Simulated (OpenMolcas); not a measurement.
BeMg at 3.057 Å: OpenMolcas input and output

Input (each module block was a call of its own in one work directory; start orbitals came from a preliminary run):

```
&GATEWAY
Coord
2
angstrom
Mg 0.0 0.0 0.0
Be 0.0 0.0 3.0570
Basis=ANO-RCC-VTZP
Group=XY
RX2C
AMFI
ANGMom
0.0 0.0 0.0
RICD
&SEWARD
&GUESSORB
&RASSCF
FileOrb=$CurrDir/o11.orb
Symmetry=1
Spin=1
nActEl=4 0 0
Inactive=4 2
RAS2=4 4
CIRoot=2 2 1
Linear
Iterations=120 100
OrbListing=Nothing
PRWF=0.15
>>COPY $Project.RasOrb $CurrDir/o11.orb
>>COPY $Project.rasscf.h5 $CurrDir/r11.h5
&CASPT2
XMultistate=all
Imaginary=0.2
IPEA=0.25
MaxIter=40
>>COPY $Project.JobMix JOB001
&RASSCF
FileOrb=$CurrDir/o31.orb
Symmetry=1
Spin=3
nActEl=4 0 0
Inactive=4 2
RAS2=4 4
CIRoot=2 2 1
Linear
Iterations=120 100
OrbListing=Nothing
PRWF=0.15
>>COPY $Project.RasOrb $CurrDir/o31.orb
>>COPY $Project.rasscf.h5 $CurrDir/r31.h5
&CASPT2
XMultistate=all
Imaginary=0.2
IPEA=0.25
MaxIter=40
>>COPY $Project.JobMix JOB002
&RASSCF
FileOrb=$CurrDir/o32.orb
Symmetry=2
Spin=3
nActEl=4 0 0
Inactive=4 2
RAS2=4 4
CIRoot=6 6 1
Linear
Iterations=120 100
OrbListing=Nothing
PRWF=0.15
>>COPY $Project.RasOrb $CurrDir/o32.orb
>>COPY $Project.rasscf.h5 $CurrDir/r32.h5
&CASPT2
XMultistate=all
Imaginary=0.2
IPEA=0.25
MaxIter=40
>>COPY $Project.JobMix JOB003
```

```bash
pymolcas m.inp
```

RASSCF and CASPT2 output of these blocks, in excerpt:

```
++    Wave function specifications:
      Number of closed shell electrons          12
      Number of electrons in active shells       4
      Number of inactive orbitals                6
      Number of active orbitals                  8
      Number of secondary orbitals              50
      Spin quantum number                      0.0
      State symmetry                             1
++    Orbital specifications:
      Symmetry species                           1   2
                                                 a   b
      Frozen orbitals                            0   0
      Inactive orbitals                          4   2
      Active orbitals                            4   4
      RAS2 orbitals                              4   4
      Secondary orbitals                        26  24
      Number of basis functions                 34  30
      printout of CI-coefficients larger than  0.15 for root  1
      energy=    -214.558484
      conf/sym  1111 2222     Coeff  Weight
             1  2200 0000  -0.82412 0.67917
             8  u20d 0000   0.39074 0.15268
      printout of CI-coefficients larger than  0.15 for root  2
      energy=    -214.422268
      conf/sym  1111 2222     Coeff  Weight
             1  2200 0000   0.28343 0.08033
             7  2u0d 0000   0.18705 0.03499
             8  u20d 0000   0.78907 0.62262
            16  ud02 0000  -0.22543 0.05082
            17  0202 0000   0.16769 0.02812
      Natural orbitals and occupation numbers for root  1
      sym 1:   1.788244   1.869126   0.024803   0.099431
      sym 2:   0.046869   0.046869   0.062329   0.062329
      Natural orbitals and occupation numbers for root  2
      sym 1:   1.382200   1.801545   0.078793   0.572754
      sym 2:   0.023316   0.023316   0.059038   0.059038
      RASSCF energy for state  2                   -214.42226808
::    RASSCF root number  1 Total energy:   -214.55848412
::    RASSCF root number  2 Total energy:   -214.42226808
      Von Neumann Entropy (Root   1) =  1.09512
++    Wave function specifications:
      Number of closed shell electrons           6
      Number of electrons in active shells       4
      Number of inactive orbitals                3
      Number of active orbitals                  8
      Number of secondary orbitals              50
      Spin quantum number                      0.0
      State symmetry                             1
      Number of CSFs                           176
      Number of CASSCF root(s) available         2
      CASPT2 state passed to geometry opt.       2
      A file JOBMIX will be created
      This is a MULTI-STATE CASSCF reference
      Number of CI roots used                    2
      These are:                                 1   2
      Off-diagonal elements of Heff are computed
  FINAL CASPT2 RESULT:
      Reference energy:        -214.5584841206
      E2 (Non-variational):      -0.1947174933
      Shift correction:          -0.0005889837
      E2 (Variational):          -0.1953064769
      Total energy:            -214.7537905976
      Reference weight:           0.97506
  FINAL CASPT2 RESULT:
      Reference energy:        -214.4222680824
      E2 (Non-variational):      -0.1981147653
      Shift correction:          -0.0014864686
      E2 (Variational):          -0.1996012338
      Total energy:            -214.6218693163
      Reference weight:           0.96736
       Total XMS-CASPT2 energies:
::    XMS-CASPT2 Root  1     Total energy:   -214.75355155
::    XMS-CASPT2 Root  2     Total energy:   -214.62210837
++    Wave function specifications:
      Number of closed shell electrons          12
      Number of electrons in active shells       4
      Number of inactive orbitals                6
      Number of active orbitals                  8
      Number of secondary orbitals              50
      Spin quantum number                      1.0
      State symmetry                             1
      printout of CI-coefficients larger than  0.15 for root  1
      energy=    -214.489883
      conf/sym  1111 2222     Coeff  Weight
             1  2uu0 0000  -0.18934 0.03585
             5  u20u 0000   0.93645 0.87694
      printout of CI-coefficients larger than  0.15 for root  2
      energy=    -214.428006
      conf/sym  1111 2222     Coeff  Weight
             2  u2u0 0000   0.43761 0.19150
             4  2u0u 0000  -0.81947 0.67153
      Natural orbitals and occupation numbers for root  1
      sym 1:   1.007627   1.871987   0.060448   0.962353
      sym 2:   0.016662   0.016662   0.032131   0.032131
      Natural orbitals and occupation numbers for root  2
      sym 1:   1.640902   1.169816   0.243219   0.777087
      sym 2:   0.038713   0.038713   0.045775   0.045775
      RASSCF energy for state  2                   -214.42800557
::    RASSCF root number  1 Total energy:   -214.48988316
::    RASSCF root number  2 Total energy:   -214.42800557
      Von Neumann Entropy (Root   1) =  1.55459
++    Wave function specifications:
      Number of closed shell electrons           6
      Number of electrons in active shells       4
      Number of inactive orbitals                3
      Number of active orbitals                  8
      Number of secondary orbitals              50
      Spin quantum number                      1.0
      State symmetry                             1
      Number of CSFs                           186
      Number of CASSCF root(s) available         2
      CASPT2 state passed to geometry opt.       2
      A file JOBMIX will be created
      This is a MULTI-STATE CASSCF reference
      Number of CI roots used                    2
      These are:                                 1   2
      Off-diagonal elements of Heff are computed
  FINAL CASPT2 RESULT:
      Reference energy:        -214.4898831590
      E2 (Non-variational):      -0.1967782957
      Shift correction:          -0.0008626363
      E2 (Variational):          -0.1976409320
      Total energy:            -214.6875240910
      Reference weight:           0.97119
  FINAL CASPT2 RESULT:
      Reference energy:        -214.4280055675
      E2 (Non-variational):      -0.1937006800
      Shift correction:          -0.0010737623
      E2 (Variational):          -0.1947744423
      Total energy:            -214.6227800099
      Reference weight:           0.97279
       Total XMS-CASPT2 energies:
::    XMS-CASPT2 Root  1     Total energy:   -214.68752490
::    XMS-CASPT2 Root  2     Total energy:   -214.62277920
++    Wave function specifications:
      Number of closed shell electrons          12
      Number of electrons in active shells       4
      Number of inactive orbitals                6
      Number of active orbitals                  8
      Number of secondary orbitals              50
      Spin quantum number                      1.0
      State symmetry                             2
      printout of CI-coefficients larger than  0.15 for root  1
      energy=    -214.485036
      conf/sym  1111 2222     Coeff  Weight
             1  2u00 u000  -0.28481 0.08112
             5  u200 u000  -0.15260 0.02329
             8  u200 000u   0.89006 0.79221
      printout of CI-coefficients larger than  0.15 for root  2
      energy=    -214.485036
      conf/sym  1111 2222     Coeff  Weight
             2  2u00 0u00  -0.28481 0.08112
             6  u200 0u00  -0.15260 0.02329
             7  u200 00u0   0.89006 0.79221
      printout of CI-coefficients larger than  0.15 for root  3
      energy=    -214.455897
      conf/sym  1111 2222     Coeff  Weight
             3  2u00 00u0  -0.64596 0.41726
             6  u200 0u00   0.67214 0.45178
      printout of CI-coefficients larger than  0.15 for root  4
      energy=    -214.455897
      conf/sym  1111 2222     Coeff  Weight
             4  2u00 000u  -0.64596 0.41726
             5  u200 u000   0.67214 0.45178
      printout of CI-coefficients larger than  0.15 for root  5
      energy=    -214.411206
      conf/sym  1111 2222     Coeff  Weight
             3  2u00 00u0  -0.39736 0.15789
             6  u200 0u00  -0.46607 0.21722
            35  200u 00u0   0.23210 0.05387
            43  020u 00u0  -0.61335 0.37620
            86  uu0u 0d00   0.22934 0.05260
      printout of CI-coefficients larger than  0.15 for root  6
      energy=    -214.411206
      conf/sym  1111 2222     Coeff  Weight
             4  2u00 000u  -0.39736 0.15789
             5  u200 u000  -0.46607 0.21722
            36  200u 000u   0.23210 0.05387
            44  020u 000u  -0.61335 0.37620
            85  uu0u d000   0.22934 0.05260
      Natural orbitals and occupation numbers for root  1
      sym 1:   1.044908   1.785640   0.018004   0.069065
      sym 2:   0.120791   0.013471   0.035757   0.912364
      Natural orbitals and occupation numbers for root  2
      sym 1:   1.044908   1.785640   0.018004   0.069065
      sym 2:   0.013471   0.120791   0.912364   0.035757
      Natural orbitals and occupation numbers for root  3
      sym 1:   1.337367   1.476457   0.013509   0.074333
      sym 2:   0.021509   0.461726   0.585566   0.029534
      Natural orbitals and occupation numbers for root  4
      sym 1:   1.337367   1.476457   0.013509   0.074333
      sym 2:   0.461726   0.021509   0.029534   0.585566
      Natural orbitals and occupation numbers for root  5
      sym 1:   0.823261   1.552087   0.037261   0.563520
      sym 2:   0.002590   0.313343   0.690525   0.017413
      Natural orbitals and occupation numbers for root  6
      sym 1:   0.823261   1.552087   0.037261   0.563520
      sym 2:   0.313343   0.002590   0.017413   0.690525
      RASSCF energy for state  6                   -214.41120642
::    RASSCF root number  1 Total energy:   -214.48503623
::    RASSCF root number  2 Total energy:   -214.48503623
::    RASSCF root number  3 Total energy:   -214.45589741
::    RASSCF root number  4 Total energy:   -214.45589741
::    RASSCF root number  5 Total energy:   -214.41120642
::    RASSCF root number  6 Total energy:   -214.41120642
      Von Neumann Entropy (Root   1) =  1.77773
++    Wave function specifications:
      Number of closed shell electrons           6
      Number of electrons in active shells       4
      Number of inactive orbitals                3
      Number of active orbitals                  8
      Number of secondary orbitals              50
      Spin quantum number                      1.0
      State symmetry                             2
      Number of CSFs                           192
      Number of CASSCF root(s) available         6
      CASPT2 state passed to geometry opt.       6
      A file JOBMIX will be created
      This is a MULTI-STATE CASSCF reference
      Number of CI roots used                    6
      These are:                                 1   2   3   4   5   6
      Off-diagonal elements of Heff are computed
  FINAL CASPT2 RESULT:
      Reference energy:        -214.4850362300
      E2 (Non-variational):      -0.1961884977
      Shift correction:          -0.0010457095
      E2 (Variational):          -0.1972342073
      Total energy:            -214.6822704373
      Reference weight:           0.97030
  FINAL CASPT2 RESULT:
      Reference energy:        -214.4850362297
      E2 (Non-variational):      -0.1961884942
      Shift correction:          -0.0010457084
      E2 (Variational):          -0.1972342026
      Total energy:            -214.6822704324
      Reference weight:           0.97030
  FINAL CASPT2 RESULT:
      Reference energy:        -214.4558974121
      E2 (Non-variational):      -0.1956693395
      Shift correction:          -0.0012714063
      E2 (Variational):          -0.1969407458
      Total energy:            -214.6528381579
      Reference weight:           0.97009
  FINAL CASPT2 RESULT:
      Reference energy:        -214.4558974120
      E2 (Non-variational):      -0.1956693371
      Shift correction:          -0.0012714052
      E2 (Variational):          -0.1969407423
      Total energy:            -214.6528381543
      Reference weight:           0.97009
  FINAL CASPT2 RESULT:
      Reference energy:        -214.4112064182
      E2 (Non-variational):      -0.1985737314
      Shift correction:          -0.0018595563
      E2 (Variational):          -0.2004332876
      Total energy:            -214.6116397058
      Reference weight:           0.96541
  FINAL CASPT2 RESULT:
      Reference energy:        -214.4112064182
      E2 (Non-variational):      -0.1985737332
      Shift correction:          -0.0018595570
      E2 (Variational):          -0.2004332902
      Total energy:            -214.6116397084
      Reference weight:           0.96541
       Total XMS-CASPT2 energies:
::    XMS-CASPT2 Root  1     Total energy:   -214.68249659
::    XMS-CASPT2 Root  2     Total energy:   -214.68249658
::    XMS-CASPT2 Root  3     Total energy:   -214.65106223
::    XMS-CASPT2 Root  4     Total energy:   -214.65106223
::    XMS-CASPT2 Root  5     Total energy:   -214.61318949
::    XMS-CASPT2 Root  6     Total energy:   -214.61318948
```

Only roots inside an energy window near the equilibrium distance were included, so the list of states is not complete; labels number the states computed. Each spin and symmetry block has orbitals of its own, averaged over its own roots, so gaps between blocks are less sure than gaps within one and near the minimum can be off by tenths of an eV, in bad cases by more. No Rydberg orbitals are active, so Rydberg states, and σ→σ* states whose orbital the CASSCF left unused, can be missing between those listed.
